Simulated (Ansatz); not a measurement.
`[SiH3]CBC=S` + arsine → `[SiH3]CB[AsH2]` + `C=S` at 500 K and 1 bar (ligand exchange at a B–C bond).

Computed with Ansatz on PBE0-D4/def2-TZVP structures; ΔE is electronic, products minus reactants. CBS: MP2 limit from def2 TZ/QZ plus the TZ coupled-cluster correction, frozen cores. This one scheme is used for every species. For As outer-core shells are correlated without core-valence functions, which leaves a few kJ/mol of doubt a bond. Scalar relativity is left out up to krypton. Each species was taken in one conformer, which may not be the lowest.

| species | CCSD(T)/CBS energy (Eh) | H − E (kJ/mol) | S (J/(mol·K)) |
| --- | --- | --- | --- |
| `[SiH3]CBC=S` | -791.93466 | 263.8 | 435.3 |
| `[AsH3]` | -2236.79077 | 76.6 | 245.1 |
| `[SiH3]CB[AsH2]` | -2591.73639 | 262.4 | 437.4 |
| `C=S` | -436.98974 | 83.9 | 252.6 |

H − E and S are ideal-gas, rigid-rotor, harmonic terms from PBE0-D4/def2-TZVP, for one conformer and one mirror image of each species. 1 Eh = 2625.50 kJ/mol, R = 8.31446 J/(mol·K).

By hand: ΔE, ΔH, ΔS and ΔG.

ΔE = (-2591.73639) + (-436.98974) − (-791.93466) − (-2236.79077) = -0.00070 Eh = -1.8 kJ/mol. Δ(H − E) = 262.4 + 83.9 − 263.8 − 76.6 = 5.9, so ΔH = 4.1 kJ/mol. ΔS = 437.4 + 252.6 − 435.3 − 245.1 = 9.6 J/(mol·K). ΔG = 4.1 − 500 × (9.6)/1000 = -0.7 kJ/mol.

By hand: the equilibrium constant, and the temperature at which ΔG would vanish if ΔH and ΔS stayed fixed.

log₁₀ K = −ΔG/(RT ln 10) = 0.1. ΔG = 0 at ΔH/ΔS = 427 K, though so small a ΔH makes that figure unsure.

TΔS isn't small against ΔH here. The sign of ΔG lies within the doubt. A doubt of 5 kJ/mol in ΔE shifts log₁₀ K by 0.5 here. Other conformers and mirror images would add mixing entropy, several J/(mol·K) or more a flexible species. Modes under 60 cm⁻¹, often nearly free rotors, make the harmonic entropy too high. These are equilibria of isolated gas molecules and say nothing of rates. Largest T1 diagnostic: 0.017 (customary marks: 0.02 for closed shells, 0.045 for open ones).
